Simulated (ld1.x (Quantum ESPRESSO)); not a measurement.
**Pseudopotential generation for C (Z = 6): PAW, PBE, scalar-relativistic.**

ld1.x (Quantum ESPRESSO) 7.5 was run on this input:

```
&input
   title='C', zed=6., rel=1, dft='PBE', iswitch=3,
   config='[He] 2s2 2p1',
   nld=2, rlderiv=3.05, eminld=-4.0, emaxld=5.0, deld=0.02
 /
 &inputp
   pseudotype=3, lpaw=.true., tm=.true., lloc=-2, rcloc=1.30,
   nlcc=.true., rcore=0.65,
   which_augfun='PSQ', rmatch_augfun=0.70,
   file_pseudopw='C.UPF', file_wfcaegen='ae.wfc', file_wfcncgen='nc.wfc', file_beta='beta', file_chi='chi', file_wfcusgen='us.wfc'
 /
4
2S  1  0   2.00   0.00  0.80  1.05  0.0
2S  1  0   0.00  -1.25  0.80  1.05  0.0
2P  2  1   1.00   0.00  2.45  2.80  0.0
2P  2  1   0.00   3.55  2.45  2.80  0.0
 &test
   configts(1)='2s2 2p1'
 /
```

Command:

```bash
ld1.x < C.in > C.out
```

Resulting log (shortened: banner, matrices, multipoles, cross overlaps and the repeated all-electron block are left out):

```
Program LD1 v.7.5
     --------------------------- All-electron run ----------------------------

     C
     scalar relativistic calculation

     atomic number is  6.00
     dft =PBE   lsd =0 sic =0 latt =0  beta=0.20 tr2=1.0E-14
     Exchange-correlation= PBE
                           (   1   4   3   4   0   0   0)
     mesh =1073 r(mesh) = 100.30751 a.u. xmin = -7.00 dx = 0.01250
     1 Ry =  13.60569312 eV, c = 137.03599908

     n l     nl                  e(Ry)          e(Ha)          e(eV)
     1 0     1S 1( 2.00)       -21.1966       -10.5983      -288.3940
     2 0     2S 1( 2.00)        -1.8932        -0.9466       -25.7584
     2 1     2P 1( 1.00)        -1.2498        -0.6249       -17.0049

     final scf error:  8.6E-15 reached in  21 iterations

     Etot =     -74.731642 Ry,     -37.365821 Ha,   -1016.775790 eV

     Ekin =      74.574708 Ry,      37.287354 Ha,    1014.640592 eV
     Encl =    -169.742865 Ry,     -84.871432 Ha,   -2309.469330 eV
     Eh   =      29.957005 Ry,      14.978502 Ha,     407.585813 eV
     Exc  =      -9.520490 Ry,      -4.760245 Ha,    -129.532864 eV

     normalization and overlap integrals

     s(1S/1S) =  1.000000  <r> =   0.2705  <r2> =    0.0992  r(max) =   0.1730
     s(2S/2S) =  1.000000  <r> =   1.4629  <r2> =    2.5502  r(max) =   1.1714
     s(2P/2P) =  1.000000  <r> =   1.5048  <r2> =    2.8401  r(max) =   1.1143

     ------------------------ End of All-electron run ------------------------

     --------------------- Generating PAW atomic setup --------------------

      Generating local potential from pseudized AE potential:
      Matching radius rcloc =   1.3000
      Enforcing V''(0)=0 (lloc=-2)

      Local pseudo, rcloc= 1.295 Estimated cut-off energy=    17.49 Ry

      Computing core charge for nlcc:

       r > 0.65 : true rho core
       r < 0.65 : rho core = a sin(br)/r    a=   1.59  b=   4.14

      Integrated core pseudo-charge :   0.32
      Wfc-us  2S rcutus= 1.060  Estimated cut-off energy=    38.54 Ry
      Wfc-us  2S rcutus= 1.060  Estimated cut-off energy=    39.52 Ry
      Wfc-us  2P rcutus= 2.810  Estimated cut-off energy=    10.55 Ry
      Wfc-us  2P rcutus= 2.810  Estimated cut-off energy=    17.07 Ry

     Required augmentation: PSQ   radius:    0.700000

     Q pseudized with Bessel functions
     Expected ecutrho=     483.2754 due to l1=  1   l2=  1

     Estimated PAW energy =  -16.969095 Ryd

     ------------------- End of pseudopotential generation -------------------

     Computing logarithmic derivative in   3.04807
     Computing logarithmic derivative in   3.04807
     Computing the partial wave expansion
     R is outside the sphere for l=    0 j= 0.00
     R is outside the sphere for l=    0 j= 0.00
     R is outside the sphere for l=    1 j= 0.00
     R is outside the sphere for l=    1 j= 0.00

     ---------------------- Testing the pseudopotential ----------------------

     C
     scalar relativistic calculation

     atomic number is  6.00   valence charge is  4.00
     dft = SLA  PW   PBX  PBC   lsd =0 sic =0 latt =0  beta=0.20 tr2=1.0E-14
     mesh =1073 r(mesh) = 100.30751 xmin = -7.00 dx = 0.01250

     n l     nl             e AE (Ry)        e PS (Ry)    De AE-PS (Ry)
     1 0     2S   1( 2.00)       -1.89321       -1.89322        0.00001
     2 1     2P   1( 1.00)       -1.24984       -1.24984        0.00000

     eps = 7.4E-15  iter =  3

     Etot =     -74.731642 Ry,     -37.365821 Ha,   -1016.775790 eV
     Etotps =   -16.969117 Ry,      -8.484558 Ha,    -230.876597 eV

     Ekin =      10.712207 Ry,       5.356103 Ha,     145.746994 eV
     Encl =     -23.705167 Ry,     -11.852584 Ha,    -322.525228 eV
     Ehrt =       5.544332 Ry,       2.772166 Ha,      75.434477 eV
     Ecxc =      -9.520488 Ry,      -4.760244 Ha,    -129.532841 eV
     (Ecc =      -0.350881 Ry,      -0.175440 Ha,      -4.773977 eV)

     ---------------------- End of pseudopotential test ----------------------
```

Generation and configuration tests took about 2.1 s on one core of a shared server CPU.
